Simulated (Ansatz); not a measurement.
Born–Oppenheimer molecular dynamics of Cl3FHf (5 atoms, charge 0, multiplicity 1). It starts from a relaxed structure.

Computed with RHF/def2-SVP (Ansatz).

| Property | Result |
| --- | --- |
| ensemble | NVE (velocity Verlet) |
| time step | 2 fs |
| steps asked | 100 |
| starting velocities drawn for | 1000 K |
| seed | 758495 |

Frames 4 fs apart, positions in Å, forces in eV/Å.

Velocities at 20.0 fs (Å/ps):

```
Hf 0.82 -1.13 0.55
F -1.33 3.72 -6.28
Cl 1.80 3.73 0.48
Cl -0.52 -2.62 0.49
Cl -4.71 2.58 -0.39
```

```xyz
5
Properties=species:S:1:pos:R:3:forces:R:3 time_fs=20.0 energy_less_start_eV=0.216 T=448
Hf 0.036 -0.031 -0.052 -2.22 0.91 2.39
F -0.041 0.093 1.887 0.18 -0.24 -1.18
Cl 2.173 0.076 -0.743 2.27 -0.02 -0.78
Cl -1.129 1.880 -0.771 0.02 0.13 -0.14
Cl -1.200 -1.852 -0.782 -0.26 -0.78 -0.29
5
Properties=species:S:1:pos:R:3:forces:R:3 time_fs=24.0 energy_less_start_eV=0.177 T=547
Hf 0.039 -0.035 -0.049 -1.99 0.85 1.48
F -0.045 0.107 1.857 0.16 -0.22 -0.38
Cl 2.185 0.091 -0.742 2.06 -0.03 -0.69
Cl -1.131 1.870 -0.770 0.01 0.17 -0.15
Cl -1.220 -1.843 -0.784 -0.23 -0.77 -0.26
5
Properties=species:S:1:pos:R:3:forces:R:3 time_fs=28.0 energy_less_start_eV=0.145 T=627
Hf 0.039 -0.038 -0.044 -1.52 0.71 0.21
F -0.049 0.119 1.825 0.11 -0.16 0.67
Cl 2.206 0.106 -0.745 1.60 -0.06 -0.53
Cl -1.133 1.861 -0.769 -0.01 0.21 -0.15
Cl -1.240 -1.838 -0.787 -0.17 -0.70 -0.20
5
Properties=species:S:1:pos:R:3:forces:R:3 time_fs=32.0 energy_less_start_eV=0.144 T=631
Hf 0.039 -0.041 -0.040 -0.95 0.53 -1.11
F -0.051 0.130 1.798 0.06 -0.09 1.69
Cl 2.234 0.120 -0.750 1.00 -0.10 -0.32
Cl -1.135 1.852 -0.768 -0.03 0.24 -0.14
Cl -1.261 -1.835 -0.791 -0.08 -0.57 -0.12
5
Properties=species:S:1:pos:R:3:forces:R:3 time_fs=36.0 energy_less_start_eV=0.156 T=600
Hf 0.037 -0.043 -0.036 -0.39 0.35 -1.99
F -0.053 0.140 1.785 0.02 -0.03 2.26
Cl 2.266 0.134 -0.756 0.36 -0.15 -0.11
Cl -1.138 1.845 -0.769 -0.03 0.25 -0.14
Cl -1.282 -1.836 -0.796 0.05 -0.41 -0.03
5
Properties=species:S:1:pos:R:3:forces:R:3 time_fs=40.0 energy_less_start_eV=0.155 T=603
Hf 0.035 -0.045 -0.034 0.07 0.25 -2.06
F -0.055 0.150 1.790 0.01 -0.05 2.05
Cl 2.300 0.148 -0.763 -0.24 -0.21 0.08
Cl -1.140 1.838 -0.770 -0.03 0.24 -0.13
Cl -1.304 -1.838 -0.801 0.19 -0.22 0.06
5
Properties=species:S:1:pos:R:3:forces:R:3 time_fs=44.0 energy_less_start_eV=0.151 T=613
Hf 0.034 -0.047 -0.034 0.38 0.23 -1.42
F -0.057 0.159 1.811 0.05 -0.15 1.17
Cl 2.333 0.160 -0.770 -0.76 -0.26 0.24
Cl -1.143 1.833 -0.771 -0.01 0.20 -0.12
Cl -1.324 -1.841 -0.805 0.34 -0.03 0.15
5
Properties=species:S:1:pos:R:3:forces:R:3 time_fs=48.0 energy_less_start_eV=0.178 T=543
Hf 0.032 -0.049 -0.035 0.58 0.27 -0.49
F -0.058 0.167 1.841 0.09 -0.27 0.04
Cl 2.362 0.171 -0.775 -1.18 -0.31 0.35
Cl -1.145 1.828 -0.773 0.02 0.16 -0.11
Cl -1.343 -1.844 -0.809 0.49 0.15 0.21
5
Properties=species:S:1:pos:R:3:forces:R:3 time_fs=52.0 energy_less_start_eV=0.243 T=375
Hf 0.031 -0.050 -0.036 0.70 0.31 0.33
F -0.059 0.173 1.872 0.13 -0.38 -0.93
Cl 2.386 0.181 -0.780 -1.50 -0.34 0.43
Cl -1.147 1.824 -0.775 0.05 0.12 -0.10
Cl -1.360 -1.846 -0.812 0.62 0.30 0.27
5
Properties=species:S:1:pos:R:3:forces:R:3 time_fs=56.0 energy_less_start_eV=0.318 T=183
Hf 0.031 -0.051 -0.037 0.75 0.33 0.87
F -0.058 0.176 1.896 0.15 -0.45 -1.58
Cl 2.404 0.190 -0.782 -1.70 -0.37 0.48
Cl -1.149 1.821 -0.778 0.08 0.08 -0.09
Cl -1.374 -1.847 -0.814 0.72 0.41 0.31
5
Properties=species:S:1:pos:R:3:forces:R:3 time_fs=60.0 energy_less_start_eV=0.366 T=62
Hf 0.031 -0.052 -0.038 0.77 0.34 1.08
F -0.056 0.175 1.906 0.16 -0.47 -1.85
Cl 2.415 0.197 -0.782 -1.81 -0.39 0.51
Cl -1.151 1.818 -0.782 0.10 0.06 -0.07
Cl -1.385 -1.847 -0.815 0.78 0.47 0.34
5
Properties=species:S:1:pos:R:3:forces:R:3 time_fs=64.0 energy_less_start_eV=0.365 T=64
Hf 0.032 -0.052 -0.037 0.76 0.31 0.94
F -0.053 0.171 1.902 0.15 -0.45 -1.74
Cl 2.417 0.202 -0.780 -1.82 -0.40 0.51
Cl -1.153 1.815 -0.785 0.11 0.05 -0.06
Cl -1.392 -1.844 -0.814 0.81 0.49 0.35
```

Of the whole run (200 fs, mean temperature of the second half 520 K): The conserved energy stayed within 0.41 meV per atom of its start (net change 0.29 meV per atom), so the integration is sound. Over the second half the temperature averaged 0.52 of the 1000 K drawn at the start: a run that starts near a minimum puts about half its kinetic energy into the potential. A run of 0.2 ps of so small a system gives no equilibrium averages.

Time of the run: 4.3 min on 1 thread of Arm Neoverse V2, with other jobs on the host, peak memory 0.2 GiB.
